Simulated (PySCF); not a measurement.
**Electron correlation in Xe+ (xenon, charge +1)**

[Kr] 4d10 5s1 5p6, 2S determinant (an excited configuration). All numbers are calculated (PySCF 2.14, a scalar-relativistic core potential, in def2-TZVPPD with the def2 core potential (28 electrons) (7s6p4d2f, 59 functions)). Frozen: nothing; 25 electrons correlated.

| level | correlation energy (mhartree) |
| --- | --- |
| CCSD | -664.28 |
| (T) | -45.76 |
| CCSD(T) | -710.04 |

Diagnostics: T1 = 0.010, D1 = 0.0384, largest double amplitude 0.191.

A double-excitation amplitude exceeds 0.15, a sign of near-degeneracy.

Cost of the coupled-cluster step: roughly 16 core-seconds, for 25 correlated electrons.

Iterations:

```
CC2 = 0
CCSD nocc = (np.int64(13), np.int64(12)), nmo = (59, 59)
frozen orbitals [[], []]
max_cycle = 100
direct = 0
conv_tol = 1e-08
conv_tol_normt = 1e-06
diis_space = 8
diis_start_cycle = 0
Init t2, MP2 energy = -0.677633141671013
Init E_corr(UCCSD) = -0.67763314167127
cycle = 1  E_corr(UCCSD) = -0.620951954107224  dE = 0.0566811876  norm(t1,t2) = 0.132737
cycle = 2  E_corr(UCCSD) = -0.650874992118177  dE = -0.029923038  norm(t1,t2) = 0.0968262
cycle = 3  E_corr(UCCSD) = -0.656099103581165  dE = -0.00522411146  norm(t1,t2) = 0.0570239
cycle = 4  E_corr(UCCSD) = -0.665493593168855  dE = -0.00939448959  norm(t1,t2) = 0.0206184
cycle = 5  E_corr(UCCSD) = -0.663384630450312  dE = 0.00210896272  norm(t1,t2) = 0.00581484
cycle = 6  E_corr(UCCSD) = -0.664522102708883  dE = -0.00113747226  norm(t1,t2) = 0.00371059
cycle = 7  E_corr(UCCSD) = -0.664467467577133  dE = 5.46351317e-05  norm(t1,t2) = 0.00141384
cycle = 8  E_corr(UCCSD) = -0.664271470165471  dE = 0.000195997412  norm(t1,t2) = 0.000750907
cycle = 9  E_corr(UCCSD) = -0.664273171418332  dE = -1.70125286e-06  norm(t1,t2) = 7.73987e-05
cycle = 10  E_corr(UCCSD) = -0.664282116319277  dE = -8.94490094e-06  norm(t1,t2) = 3.22701e-05
cycle = 11  E_corr(UCCSD) = -0.664282628118758  dE = -5.11799481e-07  norm(t1,t2) = 3.51889e-06
cycle = 12  E_corr(UCCSD) = -0.664282480236574  dE = 1.47882183e-07  norm(t1,t2) = 7.2587e-07
cycle = 13  E_corr(UCCSD) = -0.66428254054302  dE = -6.03064452e-08  norm(t1,t2) = 1.83068e-07
cycle = 14  E_corr(UCCSD) = -0.664282532393451  dE = 8.14956891e-09  norm(t1,t2) = 4.52849e-08
UCCSD converged
E(UCCSD) = -327.9942514307957  E_corr = -0.6642825323934507
UCCSD(T) correction = -0.0457557591133996
```

The basis has no tight functions for the innermost shells, so their pair energies are far from complete.

This basis was not built for core-valence correlation, so the inner-shell part is incomplete.
